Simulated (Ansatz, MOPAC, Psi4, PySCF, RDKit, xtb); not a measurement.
Noncovalent pair: CH3F (SMILES CF) (first 5 atoms) with C2H3F (SMILES C=CF); geometry from B3LYP-D3(BJ)/def2-TZVP, rigid monomers moved along the line of their centres of mass till F2···H9 is 2.12 Å.
(charge 0, multiplicity 1):
```csv
atom,x (Å),y (Å),z (Å)
C,0.3677,0.6683,-0.2241
F,-1.0092,0.5520,-0.0261
H,0.5807,1.6753,-0.5837
H,0.8713,0.4874,0.7244
H,0.6732,-0.0702,-0.9659
C,-1.3425,-0.1965,3.0288
C,-0.1584,-0.2424,3.6021
F,0.9820,0.0170,2.9195
H,-1.4652,0.0508,1.9832
H,-2.2178,-0.4130,3.6236
H,0.0480,-0.4803,4.6371
```

```tsv
level	interaction energy (kJ/mol)	cost
UFF	20.2	-
GFN-FF	-15.9	-
AM1	-2.7	-
r2SCAN/def2-TZVPPD	-4.2	×2
B3LYP/3-21G (no counterpoise)	-48.2	-
B3LYP/6-311+G** (no counterpoise)	-3.8	-
M06-2X/6-31G* (no counterpoise)	-19.2	-
wB97X-V/def2-TZVPPD	-6.6	×3
wB97M-V/def2-TZVPPD	-6.5	×4
MP2/6-31G* (no counterpoise)	-17.9	-
MP2/aug-cc-pVDZ	-4.5	-
CCSD/aug-cc-pVDZ	-3.9	-
CCSD(T)/aug-cc-pVDZ	-5.0	×10
SAPT0/jun-cc-pV(D+d)Z	-6.8	-
```

The rows run from -48.2 (B3LYP/3-21G (no counterpoise)) to 20.2 kJ/mol (UFF). In aug-cc-pVDZ the value moves MP2 -4.5, CCSD -3.9, CCSD(T) -5.0, a shift of -0.5 from MP2 to CCSD(T). The 3 functionals in def2-TZVPPD without D3 or D4 span 2.4, from wB97X-V to r2SCAN.

Interaction energies are E(AB) − E(A) − E(B) at the monomers' geometry in the complex; basis-set methods are counterpoise corrected. Rows marked so take none. RDKit's UFF carries no charges.

Frozen-core correlation. Rows in 3-21G, 6-311+G**, 6-31G* carry no dispersion term and start afresh at each structure (6-31G* with six Cartesian d functions). MP2/6-31G* freezes PySCF's default core. The state that AM1 reach isn't checked.

Run with Ansatz (Gaussian basis) for Hartree–Fock, density functionals and correlated methods; MOPAC for AM1 (differences of heats of formation); Psi4 for SAPT; PySCF for 3-21G rows, 6-311+G** rows, 6-31G* rows; RDKit for the force fields; xtb for the GFN methods. Each number belongs to the level named beside it.

Costs are rough ratios of core time to PBE/def2-TZVPPD (about 6 s over the structures, on one shared machine); a dash marks a level with no comparable run of its own.

Ansatz is an electronic-structure program.
